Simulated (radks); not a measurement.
The numbers below are computed, except where a source is named.
Q: The gadolinium ion Gd+, 63 electrons, occupied as [Xe] 4f7 5d1 6s0.5 6p0.5 (fractional occupations, a model configuration). Code: a radial shooting solver on a logarithmic mesh with Libxc functionals. Model: Dirac Kohn-Sham, PBEsol, spin-unpolarised, spherical densities, point nucleus; open shells fill j = l - 1/2 first. Some entries of the table are withheld. Estimate them.

orbital,occ.,eigenvalue (eV),r(max) (bohr)
1s1/2,2,-50037.59,0.01392
2s1/2,2,-8263.241,0.07919
2p1/2,2,-7846.972,(1)
2p3/2,4,-7151.528,(2)
3s1/2,2,(3),0.2245
3p1/2,2,-1656.190,0.2117
3p3/2,4,-1513.564,0.2241
3d3/2,4,-1202.026,0.1780
3d5/2,6,-1170.943,0.1815
4s1/2,2,-374.9354,0.5160
4p1/2,2,-304.7543,0.5203
4p3/2,4,-272.9574,0.5466
4d3/2,4,(4),0.5543
4d5/2,6,(5),0.5629
5s1/2,2,-56.4502,1.197
5p1/2,2,(6),1.303
5p3/2,4,(7),1.380
4f5/2,6,-15.7604,0.5648
4f7/2,1,-15.0069,0.5697
6s1/2,0.5,-9.5671,3.208
5d3/2,1,-8.9840,1.894
5d5/2,0,-8.6646,1.939
6p1/2,0.5,-6.2702,3.935
6p3/2,0,-5.8656,4.151

A: 
(1) 2p1/2 r(max) (bohr): 0.05982
(2) 2p3/2 r(max) (bohr): 0.06565
(3) 3s1/2 eigenvalue (eV): -1836.556
(4) 4d3/2 eigenvalue (eV): -157.3418
(5) 4d5/2 eigenvalue (eV): -151.5952
(6) 5p1/2 eigenvalue (eV): -37.1242
(7) 5p3/2 eigenvalue (eV): -32.7489
